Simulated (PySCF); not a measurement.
Computed IR spectrum (relative IR intensity) of a molecule CH5F2NSi2. The structure is a stationary point at PBE-D3(BJ)/def2-SVP. Other conformers were not sampled. Level of theory: PBE-D3(BJ)/def2-SVP (PySCF). Frequencies are harmonic and unscaled.

Lines under 2 % of the strongest are left out, and lines within 2 cm⁻¹ are merged.

ν (cm⁻¹): 135 (vw), 374 (vw), 639 (m), 701 (vw), 740 (w), 824 (vw), 830 (w), 874 (vs), 902 (w), 927 (m), 933 (m), 1671 (m), 2184 (w), 2196 (m), 2207 (w), 2214 (m), 2870 (w) (against the strongest line: vs over 80 %, s over 45 %, m over 15 %, w over 4 %, vw less)

### Question
Pick the molecule that these values belong to.
(A) F[SiH](F)/C=N/[SiH3]
(B) FC1(F)[SiH2]N[SiH2]1
(C) F[SiH2]/C=N/[SiH2]F
(D) F[SiH](F)/N=C/[SiH3]

### Answer
C, F[SiH2]/C=N/[SiH2]F
